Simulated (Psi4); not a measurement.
phosphoric acid (H$_{3}$O$_{4}$P), singlet, at a GFN2-xTB geometry, atoms displaced at random by about 0.03 Å a coordinate; PBE/STO-3G, gradient run with Psi4 1.11.

The Psi4 input:
```
memory 2 GB

molecule mol {
0 1
O     0.496070    0.065021    1.476842
P     0.095058   -0.027546   -0.022455
O     1.168698   -0.027666   -1.034235
O    -0.846159   -1.239084   -0.145451
O    -0.959207    1.196443   -0.168739
H     1.225211    0.600328    1.547148
H    -0.366544   -2.015706   -0.333792
H    -1.010909    1.427769   -1.177908
symmetry c1
no_reorient
no_com
}

set {
  basis sto-3g
  reference rks
}

gradient('pbe')
print_variables()
```

What the program printed (banner, timings and long lists left out):

```
gradient() will perform analytic gradient computation.

   => Loading Basis Set <=

    Name: STO-3G
    Role: ORBITAL
    Keyword: BASIS

         ---------------------------------------------------------
                                   SCF
               by Justin Turney, Rob Parrish, Andy Simmonett
                          and Daniel G. A. Smith
                              RKS Reference
         ---------------------------------------------------------

  ==> Geometry <==

    Molecular point group: c1
    Full point group: C1

    Geometry (in Angstrom), charge = 0, multiplicity = 1:

       Center              X                  Y                   Z               Mass
    ------------   -----------------  -----------------  -----------------  -----------------
         O            0.496070000000     0.065021000000     1.476842000000    15.994914619570
         P            0.095058000000    -0.027546000000    -0.022455000000    30.973761998420
         O            1.168698000000    -0.027666000000    -1.034235000000    15.994914619570
         O           -0.846159000000    -1.239084000000    -0.145451000000    15.994914619570
         O           -0.959207000000     1.196443000000    -0.168739000000    15.994914619570
         H            1.225211000000     0.600328000000     1.547148000000     1.007825032230
         H           -0.366544000000    -2.015706000000    -0.333792000000     1.007825032230
         H           -1.010909000000     1.427769000000    -1.177908000000     1.007825032230

  Running in c1 symmetry.

  Rotational constants: A =      0.15598  B =      0.15324  C =      0.14875 [cm^-1]
  Rotational constants: A =   4676.06364  B =   4594.05099  C =   4459.43908 [MHz]
  Nuclear repulsion =  283.348494387150083

  Charge       = 0
  Multiplicity = 1
  Electrons    = 50
  Nalpha       = 25
  Nbeta        = 25

  ==> Algorithm <==

  SCF Algorithm Type is DF.
  DIIS enabled.
  MOM disabled.
  Fractional occupation disabled.
  Guess Type is SAD.
  Energy threshold   = 1.00e-08
  Density threshold  = 1.00e-08
  Integral threshold = 1.00e-12

  ==> Primary Basis <==

  Basis Set: STO-3G
    Blend: STO-3G
    Number of shells: 20
    Number of basis functions: 32
    Number of Cartesian functions: 32
    Spherical Harmonics?: true
    Max angular momentum: 1

  ==> DFT Potential <==

   => LibXC <=

    Version 7.1.2
    S. Lehtola, C. Steigemann, M. J. T. Oliveira, and M. A. L. Marques,  SoftwareX 7, 1–5 (2018) (10.1016/j.softx.2017.11.002)

   => Composite Functional: PBE <=

    PBE GGA Exchange-Correlation Functional

    J.P. Perdew et. al., Phys. Rev. Lett., 77(18), 3865-3868, 1996

    Deriv               =              1
    GGA                 =           TRUE
    Meta                =          FALSE

    Exchange Hybrid     =          FALSE
    MP2 Hybrid          =          FALSE

   => Exchange Functionals <=

    1.0000     XC_GGA_X_PBE

   => Correlation Functionals <=

    1.0000     XC_GGA_C_PBE

   => LibXC Density Thresholds  <==

    XC_GGA_C_PBE:  1.00E-12
    XC_GGA_X_PBE:  1.00E-15

   => Molecular Quadrature <=

    Radial Scheme          =       TREUTLER
    Pruning Scheme         =           NONE
    Nuclear Scheme         =       TREUTLER

    Blocking Scheme        =         OCTREE
    BS radius alpha        =              1
    Pruning alpha          =              1
    Radial Points          =             75
    Spherical Points       =            302
    Total Points           =         169579
    Total Blocks           =           1338
    Max Points             =            256
    Max Functions          =             30
    Weights Tolerance      =       1.00E-15

   => Loading Basis Set <=

    Name: (STO-3G AUX)
    Role: JKFIT
    Keyword: DF_BASIS_SCF

  ==> Integral Setup <==

  SCF_SUBTYPE=INCORE selected. In-core MEM_DF algorithm will be used.
  Using in-core AOs.

  ==> MemDFJK: Density-Fitted J/K Matrices <==

    J tasked:                   Yes
[...]
  @DF-RKS Final Energy:  -635.33048819821272
    Total Energy =                       -635.3304881982127199
[...]
    ------------   -----------------  -----------------  -----------------  -----------------
         O            0.496070000000     0.065021000000     1.476842000000    15.994914619570
         P            0.095058000000    -0.027546000000    -0.022455000000    30.973761998420
         O            1.168698000000    -0.027666000000    -1.034235000000    15.994914619570
         O           -0.846159000000    -1.239084000000    -0.145451000000    15.994914619570
         O           -0.959207000000     1.196443000000    -0.168739000000    15.994914619570
         H            1.225211000000     0.600328000000     1.547148000000     1.007825032230
         H           -0.366544000000    -2.015706000000    -0.333792000000     1.007825032230
         H           -1.010909000000     1.427769000000    -1.177908000000     1.007825032230

  Nuclear repulsion =  283.348494387150083

  ==> Basis Set <==

  Basis Set: STO-3G
    Blend: STO-3G
    Number of shells: 20
    Number of basis functions: 32
    Number of Cartesian functions: 32
    Spherical Harmonics?: true
    Max angular momentum: 1

  ==> DFJKGrad: Density-Fitted SCF Gradients <==

    Gradient:                    1
    J tasked:                  Yes
    K tasked:                   No
    wK tasked:                  No
    Integrals threads:           1
    Schwarz Cutoff:          1E-12
    Fitting Condition:       1E-10

   => Auxiliary Basis Set <=

  Basis Set: (STO-3G AUX)
    Blend: DEF2-UNIVERSAL-JKFIT
    Number of shells: 156
    Number of basis functions: 490
    Number of Cartesian functions: 587
    Spherical Harmonics?: true
    Max angular momentum: 4

  ==> DFT Potential <==

   => LibXC <=

    Version 7.1.2
    S. Lehtola, C. Steigemann, M. J. T. Oliveira, and M. A. L. Marques,  SoftwareX 7, 1–5 (2018) (10.1016/j.softx.2017.11.002)

   => Composite Functional: PBE <=

    PBE GGA Exchange-Correlation Functional

    J.P. Perdew et. al., Phys. Rev. Lett., 77(18), 3865-3868, 1996

    Deriv               =              1
    GGA                 =           TRUE
    Meta                =          FALSE

    Exchange Hybrid     =          FALSE
    MP2 Hybrid          =          FALSE

   => Exchange Functionals <=

    1.0000     XC_GGA_X_PBE

   => Correlation Functionals <=

    1.0000     XC_GGA_C_PBE

   => LibXC Density Thresholds  <==

    XC_GGA_C_PBE:  1.00E-12
    XC_GGA_X_PBE:  1.00E-15

   => Molecular Quadrature <=

    Radial Scheme          =       TREUTLER
    Pruning Scheme         =           NONE
    Nuclear Scheme         =       TREUTLER

    Blocking Scheme        =         OCTREE
    BS radius alpha        =              1
    Pruning alpha          =              1
    Radial Points          =             75
    Spherical Points       =            302
    Total Points           =         169579
    Total Blocks           =           1338
    Max Points             =            256
    Max Functions          =             30
    Weights Tolerance      =       1.00E-15

  -Total Gradient:
     Atom            X                  Y                   Z
    ------   -----------------  -----------------  -----------------
       1        0.096014322005     0.083735001320    -0.119845649567
       2       -0.049506103284    -0.048066076297     0.073850478431
       3       -0.086662528950    -0.001821633208     0.072226110929
       4        0.155609078937     0.028161962592    -0.025556782223
       5        0.064898543455    -0.068547787688     0.000381806154
       6       -0.120887862323    -0.089157158913    -0.014609677063
       7       -0.055515643762     0.089075641928     0.020870239254
       8       -0.003908308807     0.006589420738    -0.007429008296

  Variable Map:
  ----------------------------------------------------------------------------
[...]
  Array Variable Map:
  ----------------------------------------------------------------------------
[...]
[...]
```
